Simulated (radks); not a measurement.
The numbers below are computed, except where a source is named.
Spherical quantum dot in the effective-mass picture: electrons in a parabolic well V = omega^2 r^2 / 2 with omega = 0.176, all in effective atomic units (hartree* = m*/eps^2 hartree, bohr* = eps/m* bohr), one dielectric constant everywhere. Level of theory: non-relativistic Kohn-Sham, PBE, spin-polarised, spherical densities (a radial shooting solver with Libxc functionals). Levels are named by radial order and angular momentum (1s, 1p, 1d, 2s, ...), and open shells are averaged over m. Results are scaled to m* = 0.123 and eps = 5.1, for which hartree* = 128.7 meV and bohr* = 2.194 nm. Each electron was tried in the lowest free levels, single moves between levels near the top were tried too, and the lowest total energy was kept; such a search can miss a lower state. The series stops at N = 7: beyond it a trial failed or the search could not be trusted, so later rows were left out. At N = 1 the Hartree and exchange-correlation terms need not cancel, so that row can carry a self-interaction error.

N       open shells  2S  E (meV)  mu = E(N) - E(N-1) (meV)  addition energy mu(N+1) - mu(N) (meV)
1  1s(up 1, down 0)   1  33.8396                    33.840                                  36.33
2              none   0  104.009                    70.169                                  41.08
3  1p(up 1, down 0)   1  215.258                    111.25                                  22.40
4  1p(up 2, down 0)   2  348.907                    133.65                                  22.12
5  1p(up 3, down 0)   3  504.680                    155.77                                  26.62
6  1p(up 3, down 1)   2  687.073                    182.39                                  19.04
7  1p(up 3, down 2)   1  888.503                    201.43                                      -

All shells are closed at N = 2 (there: 1s2); the second difference of the energy has clear peaks (12 % above both neighbours; the first and last values, which can be the largest, are not judged, and half-filled shells can peak too) at N = 2, 5.
